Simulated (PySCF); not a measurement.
# V: excitation energy

V [Ar] 3d3 4s2 (4F) → V [Ar] 3d5 (6S), as a difference of total energies. Computed with PySCF 2.14 in def2-QZVPPD (11s6p5d3f2g, 93 functions), with no relativity, point nucleus. Correlated levels: valence: [Ar] frozen; valence and next inner shell: [Ne] frozen. The calculations carry no spin-orbit coupling.

| method | excitation energy (eV) |
| --- | --- |
| UHF | 3.502 |
| LDA | 0.669 |
| PBE | 0.929 |
| PBE0 | 1.487 |
| r2SCAN | 1.395 |
| TPSSh | 1.422 |
| revPBE | 0.949 |
| B97-3 | 2.218 |
| HSE06 | 1.509 |
| MP2 (valence) | 2.448 |
| SCS-MP2 (valence) | 3.933 |
| MP2 (valence and next inner shell) | 1.509 |
| SCS-MP2 (valence and next inner shell) | 3.024 |

How much does correlation contribute at MP2 (valence and next inner shell)?

1.509 − (3.502) = -1.993 eV, measured against UHF.

A first-order spin-orbit estimate (lowest level to lowest level, LS coupling) adds 0.043 eV.
